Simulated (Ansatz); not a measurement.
Compare A (`C[Si]1(F)CN1`) with its isomer B (`FC/C=N\[SiH3]`).

Calculated with Ansatz (gas phase, PBE0-D4/def2-TZVP geometries, no zero-point term in ΔE). CCSD(T)/CBS adds triple-zeta CCSD(T) − MP2 to the extrapolated MP2 energy (def2 sets, frozen cores). Functionals use def2-TZVPP. B3LYP here is the variant with VWN-RPA as its local correlation; programs differ in this. One conformer a species, not always the lowest.

Q: Which isomer does CCSD(T)/CBS put lower? Give the gap. (Estimate.)

A: The calculation gave: A, by 51.7 kcal/mol.

Q: Give E(B) − E(A) in kcal/mol with CCSD/def2-TZVPP, PBE-D4, ωB97M-V, PBE0-D4, B2PLYP, CCSD(T)/def2-TZVPP, B3LYP. (Estimate.)

A: The calculation gave: CCSD/def2-TZVPP 49.3, PBE-D4 49.7, ωB97M-V 51.3, PBE0-D4 51.8, B2PLYP 48.9, CCSD(T)/def2-TZVPP 49.2, B3LYP 46.7. None reverses the order clearly.

Largest T1 diagnostic: 0.013.

From PBE to PBE0 (25 % exact exchange), in def2-TZVPP and without D4, E(B) − E(A) moves by +2.1 kcal/mol. In def2-TZVPP, CCSD(T) changes the Hartree–Fock value by +7.6 kcal/mol (the triples alone add −0.0 kcal/mol) and MP2 by +12.5 kcal/mol.
